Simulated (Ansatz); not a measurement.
Level of theory: frozen-core CCSD(T)/cc-pVTZ // PBE-D3(BJ)/def2-TZVP run with Ansatz (a first-principles code).

Ansatz 0.2 input:
```yaml
crystal:
  periodic: [false, false, false]
  atoms:
    - { symbol: S, position_ang: [-0.849797, -1.493694, -0.90311] }
    - { symbol: Si, position_ang: [0.159018, -0.113392, 0.385765] }
    - { symbol: S, position_ang: [2.222585, -0.645529, 0.434519] }
    - { symbol: S, position_ang: [0.016338, 1.924415, -0.255427] }
    - { symbol: Br, position_ang: [-0.562593, -0.329819, 2.492943] }
    - { symbol: H, position_ang: [-2.022265, -0.812477, -0.88577] }
    - { symbol: H, position_ang: [2.371311, -0.430839, -0.897378] }
    - { symbol: H, position_ang: [-1.334596, 1.901333, -0.371544] }
basis:
  gaussian: { orbitals: cc-pVTZ }
correlation:
  method: ccsd_t
```

Output:

```
Functional definition: HF
1306 factors; integrals over basis functions are off by at most 1.1e-3 eV
mean field evaluation 1: about -110365.4528 eV, gradient 2.3e1 eV
mean field evaluation 2: about -110365.7920 eV, gradient 2.4e1 eV
mean field evaluation 4: about -110367.9548 eV, gradient 3.6e0 eV
mean field evaluation 8: about -110368.0347 eV, gradient 2.6e-1 eV
mean field evaluation 16: about -110368.0352 eV, gradient 1.6e-6 eV
mean field -110368.03518262 eV, -4055.9504828201 hartree, gradient 1.6e-6 eV, S^2 0.000000; 0 other end points of the search recorded, 0 dependent functions left out
29 core orbitals not correlated
reference -110368.03518262 eV, -4055.9504828201 hartree; 21, 21 occupied and 171, 171 virtual orbitals, 1306 factors
second order -23.73756270 eV of doubles, -0.00000000 eV of singles
cycle   1  -24.66851999 eV  change   -9.3e-1 eV  update   1.1e-1
cycle   2  -25.26901530 eV  change   -6.0e-1 eV  update   3.1e-2
cycle   3  -25.37325002 eV  change   -1.0e-1 eV  update   1.4e-2
cycle   4  -25.36243846 eV  change    1.1e-2 eV  update   3.3e-3
cycle   5  -25.36127519 eV  change    1.2e-3 eV  update   1.2e-3
cycle   6  -25.36084059 eV  change    4.3e-4 eV  update   3.7e-4
cycle   7  -25.36065826 eV  change    1.8e-4 eV  update   1.3e-4
cycle   8  -25.36069692 eV  change   -3.9e-5 eV  update   4.1e-5
perturbative correction -1.19125688 eV, -0.0437778829 hartree
Total energy: -110394.58713642 eV, -4056.9262491247 hartree
```

Cost: roughly 2.6 core-minutes.
